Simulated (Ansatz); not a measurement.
Compare A (`N[CH](F)[AlH][OH]`) with its isomer B (`C[NH][Al]([OH])[F]`).

Program: Ansatz. Geometries: PBE0-D4/def2-TZVP. ΔE: electronic, gas phase. CBS: MP2 limit from def2 TZ/QZ plus the TZ coupled-cluster correction, frozen cores. Functionals use def2-TZVPP. B3LYP here is the variant with VWN-RPA as its local correlation; programs differ in this. Each species was taken in one conformer, which may not be the lowest.

(1) Which is lower in electronic energy at CCSD(T)/CBS, and by how much? (Estimate.)

(2) Give E(B) − E(A) in kcal/mol with CCSD/def2-TZVPP, PBE0-D4, B3LYP-D4, B3LYP, B2PLYP, r2SCAN-D4, ωB97M-V. (An estimate is asked.)

Largest T1 diagnostic: 0.013.

Answers

(1) The calculation gave: B, by 84.2 kcal/mol.

(2) The calculation gave: CCSD/def2-TZVPP -84.5, PBE0-D4 -79.0, B3LYP-D4 -80.6, B3LYP -80.5, B2PLYP -83.0, r2SCAN-D4 -81.3, ωB97M-V -80.1. None reverses the order clearly.

From PBE to PBE0 (25 % exact exchange), in def2-TZVPP and without D4, E(B) − E(A) moves by −3.4 kcal/mol.
